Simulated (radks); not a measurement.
All-electron atom: the scandium ion Sc4+ in [Ne] 3s2 3p5.

Method: non-relativistic Kohn-Sham, TPSS, spin-polarised, spherical densities, point nucleus; open shells are filled with parallel spins first; meta-GGA in the generalised Kohn-Sham scheme; computed with a radial shooting solver on a logarithmic mesh with Libxc functionals.

Energy parts (hartree):
part                       energy
total                  -756.30277
kinetic                 755.67078
electron-nucleus      -1756.50876
Hartree                 281.94219
exchange-correlation    -37.40698

Orbitals (lengths in bohr, moments of r in powers of bohr):
orbital,occ.,eigenvalue (hartree),<r^4>,<r^2>
1s up,1,-163.1378,0.0001351,0.007259
1s down,1,-163.1237,0.0001350,0.007258
2s up,1,-19.41540,0.03501,0.1409
2s down,1,-19.40590,0.03492,0.1408
2p up,3,-16.36142,0.02837,0.1172
2p down,3,-16.34552,0.02830,0.1171
3s up,1,-3.91398,2.340,1.227
3s down,1,-3.84894,2.378,1.235
3p up,3,-3.09960,3.094,1.376
3p down,2,-3.03830,3.173,1.390
3d up,0,-1.85763,5.972,1.767
3d down,0,-1.80718,6.314,1.809
4s up,0,-1.30540,69.26,6.979
4s down,0,-1.29072,71.15,7.071

The highest occupied level is 3p down at -82.676 eV. Summed over all electrons, <r^2> = 10.37 bohr^2, which gives a Langevin (diamagnetic) susceptibility term of -8.21 x 10^-6 cm^3/mol. The electron density at the nucleus is 6191 e/bohr^3. The density falls to 0.001 e/bohr^3 at r = 2.59 bohr. Virial ratio -V/T = 2.00084. For comparison, the ionisation energy in NIST's Atomic Spectra Database is 91.95 eV (semi-empirical). In exact Kohn-Sham theory the highest level is minus the ionisation energy, but local and semilocal functionals leave it too shallow, through self-interaction and a potential that decays too fast; potentials with the right tail come closer.
